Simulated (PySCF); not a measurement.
C₂H₆GeN₂, SMILES [CH2]1N=[CH][Ge@@H]1[NH2].

Coordinates come from a TPSSh-D3(BJ)/def2-SVP optimisation. The structure was generated by enumeration; whether it is a known compound was not checked. The values are those of a single conformer.

These are PySCF with HF/def2-TZVP values and carry that method's errors.

```json
{
 "total_energy": "-2263.51541 hartree",
 "highest_occupied_level": "-9.99 eV",
 "lowest_empty_level": "2.81 eV",
 "orbital_gap": "12.79 eV",
 "dipole_moment": "2.71 D",
 "quadrupole, principal values (traceless, Buckingham form, about the centre of nuclear charge)": "-9.76, 2.82, 6.94 D·Å",
 "mean_static_polarisability": "61.6 bohr³ (9.13 Å³)",
 "polarisability_principal_values": "51.8, 59.8, 73.3 bohr³"
}
```
